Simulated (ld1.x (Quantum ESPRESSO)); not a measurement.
Configuration tests for antimony (Sb) (TM)

antimony (Sb), norm-conserving Troullier–Martins (Kleinman–Bylander form), made with ld1.x (Quantum ESPRESSO) 7.5 (PBE, non-relativistic). Core [Kr] 4d10, reference 5s2 5p3. Waves: 5s (bound): rc 1.70 bohr; 5p (bound): rc 2.50 bohr. Local part: the p channel. Core correction: none.

Energies are relative to the spin-unpolarised reference configuration 5s2 5p3; without spin polarisation the order of configurations can differ from experiment.

Give the all-electron excitation energy and the error of the potential for: 5s2 5p2; 5s2 5p1; 5s2 5p0; 5s2 5p3.3; 5s1 5p3; 5s1 5p0; 5s1 5p4.

```json
{"valence configuration": "5s2 5p2", "charge": "+1", "ΔE all-electron (eV)": "8.370", "error AE − PS (meV)": "+0.7"}
{"valence configuration": "5s2 5p1", "charge": "+2", "ΔE all-electron (eV)": "24.332", "error AE − PS (meV)": "+9.5"}
{"valence configuration": "5s2 5p0", "charge": "+3", "ΔE all-electron (eV)": "48.654", "error AE − PS (meV)": "+76"}
{"valence configuration": "5s2 5p3.3", "charge": "-0.3", "ΔE all-electron (eV)": "-1.181", "error AE − PS (meV)": "0.0"}
{"valence configuration": "5s1 5p3", "charge": "+1", "ΔE all-electron (eV)": "15.991", "error AE − PS (meV)": "+12"}
{"valence configuration": "5s1 5p0", "charge": "+4", "ΔE all-electron (eV)": "91.327", "error AE − PS (meV)": "+304"}
{"valence configuration": "5s1 5p4", "charge": "0", "ΔE all-electron (eV)": "7.079", "error AE − PS (meV)": "+9.7"}
```
